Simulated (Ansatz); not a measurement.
# A barrier at the coupled-cluster level

Start structure (BH₄BrO₃, singlet), relaxed at PBE0-D4/def2-TZVP:

B1  (-0.417, 0.179, -0.959)
Br2  (1.177, -0.806, -1.438)
O3  (-1.057, 0.966, -1.849)
O4  (-0.869, 0.047, 0.309)
H5  (1.845, -1.005, 1.933)
O6  (1.174, -0.535, 2.433)
H7  (-0.650, 0.989, -2.719)
H8  (-1.654, 0.577, 0.482)
H9  (0.451, -0.413, 1.808)
(Å)

The step: BH₂BrO₂ ([OH][B]([OH])[Br]) + H₂O → BH₃O₃ ([OH][B]([OH])[OH]) + HBr; bonds formed: B1–O6, Br2–H5; bonds broken: B1–Br2, H5–O6. Program: Ansatz 0.2.0. Basis: def2-TZVPP and def2-QZVPP. Cores are frozen in the correlated methods. Filled d shells of the heavier atoms are correlated. The def2 sets are not built for correlating such inner shells, so the correlated values are less sure here. Extrapolation: Hartree–Fock as exp(−7.88 √X), correlation as X^−2.97. Energies below are by CCSD(T) at an estimated basis limit (MP2 extrapolated from triple and quadruple zeta, plus CCSD(T) − MP2 in triple zeta).

(1) What are the electronic barrier and the energy of the step, from the start structure to the end structure? (Judge from chemistry; the value comes from the calculation.)

The T1 diagnostic stays at or below 0.011.

Results:

(1) Computed: Barrier 0.547 eV; step energy -0.536 eV (downhill); reverse barrier, their difference, 1.083 eV. Barrier and step energy count from the start structure, the reverse barrier from the end structure.

The saddle point: One imaginary mode of 281i cm⁻¹.
| pair | start (Å) | saddle (Å) | end (Å) |
| --- | --- | --- | --- |
| B1–O6 | 3.81 | 1.54 | 1.38 |
| Br2–H5 | 3.44 | 1.95 | 1.45 |
| B1–Br2 | 1.93 | 2.55 | 3.86 |
| H5–O6 | 0.96 | 1.05 | 1.84 |

Zero-point energy (harmonic, PBE0-D4): ZPE is 1.590 eV at the start and 1.590 eV at the saddle, so the barrier goes from 0.547 to 0.547 eV.

The step is the kind of ligand exchange by which a precursor binds to a hydroxyl group, or is hydrolysed, in atomic layer deposition of oxides.

Labels in which every atom is bracketed show which atoms are joined, not bond orders.

For scale, one of the runs: CCSD(T)/def2-TZVPP, 228 basis functions, launched by `ansatz run in.yaml --threads 8 --pin off --events-out ev --progress --plain --max-ram 19148MiB`. The run took 89 s on 8 CPU threads of an Arm Neoverse V2 (shared host), with 4.4 GiB of host memory at its peak.
